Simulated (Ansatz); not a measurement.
Reactions of `ClC1(Cl)C[SiH2]1`.

Calculated with Ansatz (gas phase, PBE0-D4/def2-TZVP geometries, no zero-point term in ΔE). CCSD(T)/CBS adds triple-zeta CCSD(T) − MP2 to the extrapolated MP2 energy (def2 sets, frozen cores). This one scheme is used for every species, atoms too. Functionals use def2-TZVPP. B3LYP here is the variant with VWN-RPA as its local correlation; programs differ in this. Open shells (•) are unrestricted, without spin–orbit coupling. Spin–orbit coupling would lower the free atoms: a little for C, Cl, Si. For Br outer-core shells are correlated without core-valence functions, so the limit isn't a true one: a few kJ/mol of doubt a bond, and 10 to 20 or more in all where bonds break to atoms. Scalar relativity is left out up to krypton. Each species was taken in one conformer, which may not be the lowest.

```csv
reaction,CCSD/CBS(def2) (kJ/mol),B3LYP-D4 (kJ/mol),HF/CBS(def2) (kJ/mol),CCSD(T)/CBS(def2) (kJ/mol)
`ClC1(Cl)C[SiH2]1` → 2 C• + 2 Cl• + 4 H• + Si•,2945,2987,2128,3007
`ClC1(Cl)C[SiH2]1` → `C=C[SiH](Cl)Cl`,-381,-375,-425,-374
`ClC1(Cl)C[SiH2]1` → `Cl[C@@H]1[SiH2][C@H]1Cl`,2,1,-6,3
`ClC1(Cl)C[SiH2]1` + H₂ → `ClC1C[SiH2]1` + HCl,-95,-87,-118,-88
`ClC1(Cl)C[SiH2]1` + HBr → `ClC1(Br)C[SiH2]1` + HCl,-9,-7,-4,-10
```

Largest T1 diagnostic: 0.012, for Si•.
